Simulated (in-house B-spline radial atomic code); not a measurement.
# Neutral niobium: [Kr] 4d4 5s1

Level of theory: Dirac-Kohn-Sham LDA PW92, spherical fractional occupations, Fermi nucleus of rms radius 4.324 fm; calculated with a radial B-spline atomic code at the basis-set limit.

Z_r = [3n² - l(l+1)]/(2<r>); Z_e = n√(-2ε); the last column is Slater's effective charge. Values are occupation-weighted means over j. An effective charge above Z reflects the relativistic contraction of the inner shells.

```tsv
shell	electrons	ε (eV)	<r> (bohr)	Z_r	Z_e	Slater
1s	2	-18773	0.03613	41.51	37.15	40.70
2s	2	-2626	0.1579	38.00	27.79	36.85
2p	6	-2348	0.1377	36.32	26.27	36.85
3s	2	-437.58	0.4439	30.41	17.01	29.75
3p	6	-346.51	0.4462	28.01	15.14	29.75
3d	10	-196.45	0.4334	24.23	11.40	19.85
4s	2	-58.435	1.158	20.73	8.29	13.25
4p	6	-34.633	1.302	17.66	6.38	13.25
5s	1	-4.1945	3.684	10.18	2.78	2.80
4d	4	-3.2092	2.217	9.47	1.94	3.95
```

The least bound orbital is 4d5/2 at -3.147 eV, while the most diffuse is 5s1/2 (<r> = 3.684 bohr against 2.231 bohr): energy order and size order differ.

Spin-orbit splittings of the orbital energies (j = l + 1/2 above j = l - 1/2 when positive): 2p 95.61 eV, 3p 15.51 eV, 3d 2.889 eV, 4p 2.136 eV, 4d 0.1558 eV.

For the 1s electron the small component carries 2.23 % of the norm, the zero-frequency Breit interaction raises the level by 35.74 eV, self-energy by 19.44 eV, and vacuum polarisation lowers it by 2.208 eV.

The density falls to 0.001 bohr⁻³ at 4.822 bohr; Σ<r²> = 59.711 bohr² gives, by the non-relativistic formula and without the paramagnetism of open shells, a Langevin diamagnetic susceptibility of -47.29×10⁻⁶ cm³/mol.
